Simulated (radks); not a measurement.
Results of a calculation; reference values are marked as such.
The hydrogen anion H-, [He], held by a Watson sphere: a shell of charge +1 at radius R that stands for the Madelung well of a crystal (potential energy -1/R inside, -1/r outside, in hartree with lengths in bohr). Level of theory: non-relativistic Kohn-Sham, PBEsol, spin-polarised, spherical densities, point nucleus (a radial shooting solver on a logarithmic mesh with Libxc functionals). Response by self-consistent Sternheimer equations with the Hartree and adiabatic LDA kernel. The sphere does not respond.

R (bohr)  e(1s) (eV)  <r> 1s (bohr)  sum of <r^2> (bohr^2)  X-ray form factor at sin(theta)/lambda = 0.3 1/angstrom  alpha (bohr^3)
1.79          -7.253          1.737                  7.995                                                    0.357           13.11
2.1           -6.555          1.843                  9.042                                                    0.318           16.73
3             -5.048          2.092                  11.88                                                    0.269           29.71
3.06          -4.967          2.105                  12.06                                                    0.268           30.70
3.3           -4.663          2.158                  12.75                                                    0.263           34.82

Estimate the row for R = 2.84 bohr.

Answer. e(1s) (eV) -5.274; <r> 1s (bohr) 2.053; sum of <r^2> (bohr^2) 11.40; X-ray form factor at sin(theta)/lambda = 0.3 1/angstrom 0.274; alpha (bohr^3) 27.14.
